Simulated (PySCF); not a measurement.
A series of substituents X on one scaffold: HS-X. Gas-phase values, no solvent. One relaxed conformer stands for each flexible species; it need not be the lowest. Strings in code marks are SMILES.

The vertical ionisation energy (Delta-SCF) from two functionals at the same geometries (B3LYP-D3(BJ)/def2-TZVP), both in PySCF: PBE-D3(BJ)/def2-TZVP and B3LYP-D3(BJ)/def2-TZVP. B3LYP has the VWN-RPA correlation part, as in Gaussian. Delta-SCF ions had no search for a lower state. 

| species | PBE-D3(BJ)/def2-TZVP (eV) |
|---|---|
| X = tert-butyl (`CC(C)(C)S` (C–C–S–H torsion 180°)) | 8.81 |
| X = boryl | 11.01 |
| X = hydroxymethyl | 9.43 |
| X = germyl (`[SH][GeH3]`) | 9.47 |
| X = thioformyl (`C(S)=S` (S–C–S–H torsion 180°)) | 8.85 |
| X = propynyl (`CC#CS`) | 8.50 |

Task: What does B3LYP-D3(BJ)/def2-TZVP give for each?

Result: 
- X = tert-butyl (`CC(C)(C)S` (C–C–S–H torsion 180°)): 8.95
- X = boryl: 10.98
- X = hydroxymethyl: 9.68
- X = germyl (`[SH][GeH3]`): 9.61
- X = thioformyl (`C(S)=S` (S–C–S–H torsion 180°)): 8.93
- X = propynyl (`CC#CS`): 8.65
Over these rows, drawn at random from the members with no instability flagged (it was tested for open shells, ions and some series alone), PBE minus B3LYP-D3(BJ): mean -0.12 eV, from -0.25 eV to +0.03 eV.
